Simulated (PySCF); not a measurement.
**Ionisation energy of Cd⁴⁶⁺ by level of theory**

Cd⁴⁶⁺ 1s2 (1S) → Cd⁴⁷⁺ 1s1 (2S), as a difference of total energies. Calculation: PySCF 2.14, in an uncontracted even-tempered set (15 s from 90 bohr⁻², ratio 2.2; 7 p from 140 bohr⁻², ratio 2.4; 4 d from 410 bohr⁻², ratio 2.4; 3 f from 610 bohr⁻², ratio 2.4; 3 g from 920 bohr⁻², ratio 2.4); no relativity, point nucleus. Correlated levels: nothing frozen; virtual orbitals above 40 to 60 times the deepest correlated orbital energy dropped. The calculations carry no spin-orbit coupling.

| method | ionisation energy (eV) |
| --- | --- |
| UHF | 30534.2 |
| MP2 (all electrons) | 30535.4 |
| SCS-MP2 (all electrons) | 30535.7 |
| CCSD (all electrons) | 30535.4 |

The gap to the reference is mostly relativistic.

With two correlated electrons CCSD is exact in that space.

For comparison: 31451.1 eV (theoretical estimate listed by NIST; NIST Atomic Spectra Database, ionization energies).
